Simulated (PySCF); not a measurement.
## From a computed spectrum to the compound

A species of 5 atoms with charge -1 has these harmonic modes (PBE0, small Gaussian bases with core potentials, PySCF 2.14.0):

```
cm⁻¹  km/mol  symmetry
  52     0.6        t2
  52     0.6        t2
  52     0.6        t2
  74     0.0         e
  74     0.0         e
 263   111.0        t2
 263   111.0        t2
 263   111.0        t2
 288     0.0        a1
```

Which species is it, and in which structure?

[BiCl4]− (singlet):
```xyz
5

Bi    0.0000    0.0000    0.0000
Cl    1.5066    1.5066    1.5066
Cl   -1.5066   -1.5066    1.5066
Cl    1.5066   -1.5066   -1.5066
Cl   -1.5066    1.5066   -1.5066
```
Ideal gas at 298.15 K and 1 bar: S = 410.3 J/(mol K), Cp = 103.5 J/(mol K), H − H(0 K) = 25.4 kJ/mol (rigid rotor, harmonic modes, spin degeneracy alone; the modes under 60 cm⁻¹ make these uncertain). 
 Other answers can fit too; this one was computed.
